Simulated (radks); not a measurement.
Spherical jellium clusters: N electrons in a uniform positive sphere of charge N and radius rs N^(1/3), rs = 2.29 bohr. Method: non-relativistic Kohn-Sham, PBEsol, spin-polarised, spherical densities; computed with a radial shooting solver with Libxc functionals. Levels are named by radial order and angular momentum (1s, 1p, 1d, 2s, ...), and open shells are averaged over m. Each electron was tried in the lowest free levels, single moves between levels near the top were tried too, and the lowest total energy was kept; such a search can miss a lower state. Energies include the self-energy of the background; IP and EA are vertical (highest electron removed, lowest free level filled), at fixed background; spill-out counts the electrons outside the background radius R, and alpha is the static dipole polarisability from linear response (closed shells only). A dash means not computed or, for alpha, an open shell; in EA it means that no bound solution was reached, which is typical of self-interaction and does not show that the anion is unstable. Real open-shell clusters deform, which this model forbids.

N	open shells	2S	E(N+1) + E(N-1) - 2E(N) (eV)	IP (eV)	-e(HOMO) (eV)	spill-out (e)
1	1s(up 1, down 0)	1	-	-	4.138	0.57
2	none	0	2.466	7.806	4.808	0.82
3	1p(up 1, down 0)	1	-1.063	4.689	2.403	1.25
4	1p(up 2, down 0)	2	-0.962	5.904	3.410	1.53
5	1p(up 3, down 0)	3	0.522	6.645	4.113	1.73
6	1p(up 3, down 1)	2	-0.903	5.866	3.648	1.92
7	1p(up 3, down 2)	1	-0.652	6.622	4.314	2.08
8	none	0	3.051	7.108	4.792	2.21
9	1d(up 1, down 0)	1	-0.521	3.902	1.964	2.48
10	1d(up 2, down 0)	2	-0.488	4.514	2.541	2.71
11	1d(up 3, down 0)	3	-0.445	4.994	3.006	2.89
12	1d(up 4, down 0)	4	-0.400	5.385	3.395	3.05
13	1d(up 5, down 0)	5	0.330	5.710	3.726	3.19
14	1d(up 5, down 0) 2s(up 1, down 0)	6	0.109	5.297	3.505	3.49
15	1d(up 5, down 1) 2s(up 1, down 0)	5	-0.509	5.308	3.469	3.62
16	1d(up 5, down 3)	2	-0.441	5.697	3.827	3.59
17	1d(up 5, down 4)	1	-0.296	5.970	4.105	3.69
18	none	0	0.182	6.203	4.346	3.80
19	2s(up 1, down 0)	1	0.302	5.959	4.187	4.02
20	none	0	1.901	5.690	4.005	4.27
21	1f(up 1, down 0)	1	-0.292	3.857	2.180	4.43
22	1f(up 2, down 0)	2	-0.273	4.145	2.471	4.57
23	1f(up 3, down 0)	3	-0.256	4.401	2.730	4.70
24	1f(up 4, down 0)	4	-0.239	4.628	2.962	4.82
25	1f(up 5, down 0)	5	-0.224	4.833	3.173	4.93
26	1f(up 6, down 0)	6	-0.210	5.019	3.365	5.03
27	1f(up 7, down 0)	7	0.584	5.188	3.542	5.13
28	1f(up 7, down 1)	6	-0.239	4.562	2.971	5.23
29	1f(up 7, down 2)	5	-0.220	4.775	3.186	5.33
30	1f(up 7, down 3)	4	-0.203	4.966	3.381	5.42
31	1f(up 7, down 4)	3	-0.188	5.139	3.559	5.51
32	1f(up 7, down 5)	2	-0.176	5.296	3.722	5.59
33	1f(up 7, down 6)	1	-0.164	5.440	3.873	5.67
34	none	0	0.536	5.573	4.012	5.75
35	2p(up 1, down 0)	1	-0.106	5.006	3.530	5.97
36	2p(up 2, down 0)	2	-0.090	5.166	3.694	6.19
37	2p(up 3, down 0)	3	0.395	5.304	3.837	6.40
38	2p(up 3, down 1)	2	-0.109	4.952	3.539	6.64
39	2p(up 3, down 2)	1	-0.093	5.122	3.710	6.86
40	none	0	1.181	5.269	3.859	7.09
41	1g(up 1, down 0)	1	-	4.136	2.696	7.17

All shells are closed at N = 2, 8, 18, 20, 34, 40 (there: 1s2 1p6 1d10 2s2 1f14 2p6); the second difference of the energy has clear peaks (12 % above both neighbours; the first and last values, which can be the largest, are not judged, and half-filled shells can peak too) at N = 5, 8, 13, 20, 27, 34, 37.
